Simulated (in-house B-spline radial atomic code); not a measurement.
A calculation on Dy¹¹⁺: its settings, and results tabulated from the run. Level of theory: scalar-relativistic (X2C) M06-2X, spin-polarised, spherical fractional occupations, Fermi nucleus of rms radius 5.2218 fm; calculated with a B-spline radial code for spherical atoms.

Command:
```bash
python run_scf.py task.json out
```
Settings (nuclear radius in fm, mass in u):
```
Z                66
configuration    [Kr] 4d10 4f7 5s2
hamiltonian      x2c
method           m062x
spin_polarised   True
nucleus          fermi
rms_radius       5.2218
atomic_mass      163.92918
speed_of_light   137.035999084
```

Output (hartree, bohr):
```
 radial grid: 65 intervals, B-splines of order 8, outer radius 12.3932 bohr

 iter        energy (Eh)    residual
    1      -12122.972885    2.27e-01
    2      -12122.993942    6.97e-03
    3      -12122.994483    1.94e-03
    4      -12122.994498    9.22e-04
    5      -12122.994500    8.21e-05
    6      -12122.994501    5.17e-05
    7      -12122.994501    7.54e-06
    8      -12122.994501    3.25e-06
    9      -12122.994501    1.84e-06
   10      -12122.994501    1.96e-07

 total energy                    -12122.99450
 kinetic                           13306.7187
 electron-nucleus                 -29496.1090
 Hartree                            4328.2072
 exact exchange                     -138.7114
 exchange-correlation               -123.1001

 orbital      occ     eigenvalue          <r>       <r^2>       <1/r>       r_max
 1s up      1.000     -1984.0810    0.0203885 0.000576757     80.3109      0.0125
 1s down    1.000     -1984.0821    0.0203885 0.000576758     80.3108      0.0125
 2s up      1.000      -338.5451    0.0891254  0.00944369     18.5677     0.07592
 2s down    1.000      -338.5409    0.0891221  0.00944285     18.5683     0.07592
 2p up      3.000      -302.0378    0.0790039  0.00763773     16.2549     0.06115
 2p down    3.000      -302.0358    0.0790002  0.00763681     16.2554     0.06115
 3s up      1.000       -82.0510     0.234493   0.0629716     6.66734      0.2157
 3s down    1.000       -81.8725     0.234073   0.0627405     6.68179      0.2156
 3p up      3.000       -70.7342     0.233042   0.0630602     6.03959      0.2115
 3p down    3.000       -70.5397     0.232506   0.0627604     6.05409      0.2113
 3d up      5.000       -55.7800     0.212214   0.0529235     5.67047      0.1726
 3d down    5.000       -55.5894     0.211446   0.0524933     5.68623      0.1723
 4s up      1.000       -22.5806     0.527292     0.31391     2.78365      0.4938
 4s down    1.000       -22.2638     0.527289    0.313674     2.77706      0.4932
 4p up      3.000       -18.7772      0.55619    0.351679      2.5099      0.5143
 4p down    3.000       -18.4303     0.556184    0.351379     2.50358      0.5137
 4d up      5.000       -13.4943     0.594973    0.408676     2.22587      0.5303
 4d down    5.000       -13.0416     0.596303    0.410205     2.21387      0.5303
 4f up      7.000        -7.5813     0.669968    0.536748     1.82246      0.5121
 5s up      1.000        -8.1872      1.13158     1.42559     1.21338       1.075
 5s down    1.000        -8.0402      1.15049     1.47134     1.18273       1.089
```

Cost of the run: 2.1 s on 1 thread of Arm Neoverse V2, on a shared host.

States collapsed into the nucleus by a negative tau potential were left out of the aufbau.

One-electron X2C: radii and densities carry no picture-change correction, so inner-shell <1/r> comes out high (for 1s by about 2 % at Z = 33, 5 % at 54, 10 % at 75, 30 % at 118) and <r> low.
